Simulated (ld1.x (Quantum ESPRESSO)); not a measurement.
# Transferability test, TM potential for lead

```json
{
 "Element": "lead (Pb)",
 "Generator": "ld1.x (Quantum ESPRESSO) 7.5",
 "Type": "norm-conserving Troullier–Martins (Kleinman–Bylander form)",
 "Functional": "revPBE",
 "Relativity": "fully relativistic",
 "Frozen core": "[Xe] 4f14",
 "Valence charge": "14",
 "Reference configuration": "5d10 6s2 6p2",
 "Partial waves": "6s (bound): rc 1.60 bohr; 6p (bound): rc 2.25 bohr; 5d (bound): rc 1.45 bohr",
 "Local potential": "the d channel",
 "Core correction": "none"
}
```

Open shells are filled in proportion to 2j + 1 (rel_dist='average').

Energies are relative to the spin-unpolarised reference configuration 5d10 6s2 6p2; without spin polarisation the order of configurations can differ from experiment. Not all tests gave a result: 3 of 7 tests not solved or not reliable. Left out of the table: 5d10 6s2 6p1 (pseudo-atom not self-consistent, printed error +46.0 eV); 5d10 6s1 6p2 (solver errors, printed error -13.5 eV); 5d10 6s1 6p3 (pseudo-atom not self-consistent, printed error -1253 eV). The d channel is local and has no spin–orbit splitting in the pseudo-atom.

```tsv
valence configuration	charge	ΔE all-electron (eV)	error AE − PS (meV)
5d10 6s2 6p0	+2	20.097	-3.5
5d10 6s1 6p0	+3	52.361	+14
```

**Question.** What are ΔE and the potential's error for 5d10 6s0 6p0?

**Answer.** ΔE = 94.874 eV all-electron; the error (AE − PS) is +80 meV.

**Question.** What are ΔE and the potential's error for 5d10 6s2 6p2.3?

**Answer.** ΔE = -0.812 eV all-electron; the error (AE − PS) is -0.3 meV.

These tests converged, but a pseudo level misses the all-electron one widely, so the file describes the atom poorly there or has found another state: 5d10 6s1 6p0: empty 6p by 2.5 eV; 5d10 6s0 6p0: empty 6p by 7.1 eV.

Note: ghost states, extra bound levels that the all-electron valence spectrum of the same l lacks: s at -73.7 eV, p3/2 at -25.2 eV, p1/2 at -8.7 eV. A true bound ghost makes a file unfit for plane-wave use. The potential misses its own reference levels by up to 1.6 eV, so it is not fit for use.
